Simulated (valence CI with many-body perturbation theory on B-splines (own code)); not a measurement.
# Ir64+: key properties

Calculated by valence CI with perturbative core correlation (CI+MBPT): three valence electrons over a frozen Dirac-Fock core [Ne], radial functions for each j: 11 s, 11 p, 9 d, 7 f, 5 g, 2 h, 1 i, with the one-electron correlation potential Σ1 (screened to all orders), the two-electron term Σ2, the three-electron term Σ3, Breit, model QED; selected single and double excitations, second order for the rest (own B-spline code, finite nucleus).

No measured spectrum was set against this ion. As an estimate, large intervals hold to a few tenths of a per cent, small ones and those within an open d or f shell to about a per cent.

Levels are named by their leading jj configuration (3d3/2^4 stands for four electrons in 3d with j = 3/2), which in mixed levels can hold well under half, so a name can repeat and another be missing.

Rates and lifetimes use the calculated energies. Strong lines usually hold to 10 to 20 %, long lifetimes can be off by a factor of two.

Task: What is the ground level?

Result: (3s^2 3p1/2) J=1/2, composition 100 % 3s2.3p 2P°, g = 0.645.

Task: What are the static dipole polarisabilities of the lowest levels?

Result: (3s^2 3p1/2) J=1/2 0.00224 bohr³, of which the core gives 3.70e-05.

Task: Where does the other parity begin?

Result: At (3s 3p1/2^2) J=1/2, 178.8 eV.

Task: How well does LS coupling describe the low levels?

Result: Among the lowest 20 levels the leading LS term, summed over configurations, holds 61 % on average. For single configurations the figures are 58 % in LS and 92 % in jj coupling. Terms mix most in the J = 3/2 level at 801.4 eV, where the leading one holds 30 %.

Task: Among levels below 1669.6 eV, which E1 lines absorb most strongly from the ground level?

Result: to (3s^2 3d3/2) J=3/2 at 1.807 nm, f = 0.503; to (3s 3p1/2 3p3/2) J=1/2 at 1.943 nm, f = 0.220; to (3s 3p1/2 3p3/2) J=3/2 at 1.977 nm, f = 0.121.
